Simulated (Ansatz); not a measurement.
Consider the formal exchange of groups at the Si–C bond: `C[Si](Cl)(Cl)C#N` + benzene → `C[Si](Cl)(Cl)c1ccccc1` + `C#N`.

Computed with Ansatz on PBE0-D4/def2-TZVP structures; ΔE is electronic, products minus reactants. CCSD(T)/CBS is the MP2 limit (def2-TZVPP, def2-QZVPP) plus CCSD(T) − MP2 in def2-TZVPP, frozen cores. This one scheme is used for every species. DFT in def2-TZVPP. B3LYP here is the variant with VWN-RPA as its local correlation; programs differ in this. One conformer a species, not always the lowest.

```json
{"species": "`C[Si](Cl)(Cl)C#N`", "B3LYP-D4 energy (Eh)": "-1342.93532"}
{"species": "`c1ccccc1`", "B3LYP-D4 energy (Eh)": "-232.35730"}
{"species": "`C[Si](Cl)(Cl)c1ccccc1`", "B3LYP-D4 energy (Eh)": "-1481.81766"}
{"species": "`C#N`", "B3LYP-D4 energy (Eh)": "-93.46575"}
```

Q: Work out ΔE.

A: ΔE = (-1481.81766) + (-93.46575) − (-1342.93532) − (-232.35730) = 0.00921 Eh = +0.25 eV. CCSD(T)/CBS gives +0.24 eV.

Largest T1 diagnostic among the species: 0.014.

From BLYP to BHLYP (50 % exact exchange), in def2-TZVPP and without D4, ΔE moves by −0.03 eV. The D4 term adds −0.16 eV with B3LYP and −0.10 eV with PBE0; it sums over pairs of atoms, weighted by their polarisabilities, and B3LYP, whose exchange is more repulsive, gets the larger term. In def2-TZVPP, CCSD(T) changes the Hartree–Fock value by −0.19 eV (the triples alone add −0.03 eV) and MP2 by −0.23 eV.
